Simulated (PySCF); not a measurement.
**Dipole moment and polarisability of `CPC[SiH3]`**

Species: C₂H₉PSi.
Structure used (GFN2-xTB), in Å, numbered top down from 1:
```
atom  x, y, z in Å
C1     2.2532   -0.4509   -0.0025
P2     0.8350    0.2971    0.9280
C3    -0.5677   -0.4027   -0.0556
Si4   -2.2021    0.5006    0.3210
H5     3.1756    0.0408    0.3017
H6     2.3245   -1.5077    0.2545
H7     2.1213   -0.3476   -1.0788
H8     0.8721    1.5243    0.2493
H9    -0.3259   -0.3597   -1.1194
H10   -0.6565   -1.4563    0.2200
H11   -2.5006    0.3885    1.7471
H12   -3.2563   -0.1343   -0.4755
H13   -2.0769    1.9084   -0.0645
```

Level: PBE0/def2-SVPD (PySCF), static field, nuclei fixed, core orbitals frozen in the response. The polarisability tensor in these axes (au):

```
x   98.50 -4.37  0.11
y   -4.37 71.12  2.76
z    0.11  2.76 70.35
```

Problem. Diagonalise the tensor; give its mean and Δα, where Δα² is half the sum of the squared differences of the eigenvalues.

Solution. Principal values 67.65, 73.14 and 99.19 au; mean 79.99 au = 11.85 Å³ = 13.19 × 10⁻⁴⁰ C²·m²/J; Δα = 29.18 au (36 % of the mean).

Problem. What is the dipole moment, and where does it point?

Solution. (0.48, -0.63, -1.27) D, 1.50 D in size, pointing from the negative to the positive side. Measured along this direction, the outermost atoms are H11 at the negative end and H7 at the positive end.

Problem. Find the Langevin capture rate constant for O2+ (31.990 u) meeting this molecule (92.021 u), k = 2.342 × 10⁻⁹ cm³/s × √(α in Å³ / reduced mass in u).

Solution. The reduced mass is 23.74 u, so k = 1.65 × 10⁻⁹ cm³/s. The formula leaves out the permanent dipole, which adds to the capture rate.

Problem. What would n − 1 = 2πNα be for an ideal gas of these molecules at 350 K and 1 atm, electronic part alone?

Solution. N = p/kT = 2.0968 × 10¹⁹ cm⁻³, so n − 1 = 2π × N × 11.85 × 10⁻²⁴ cm³ = 1562 × 10⁻⁶ at long wavelengths, for an ideal gas.

Problem. What depolarisation ratio follows for Rayleigh scattering of linearly polarised light, taking the static tensor?

Solution. ρ = 3Δα²/(45ᾱ² + 4Δα²) = 2555.0/(287952 + 3406.6) = 0.00877.

Problem. Estimate the molar refractivity from the static electronic polarisability.

Solution. Lorentz–Lorenz: R = (4π/3)N_A α = 2.5225 cm³/(mol·Å³) × 11.85 Å³ = 29.9 cm³/mol, in the limit of long wavelengths.

One conformer (not necessarily the lowest) at the GFN2-xTB geometry, without solvent, vibrations or thermal averaging.
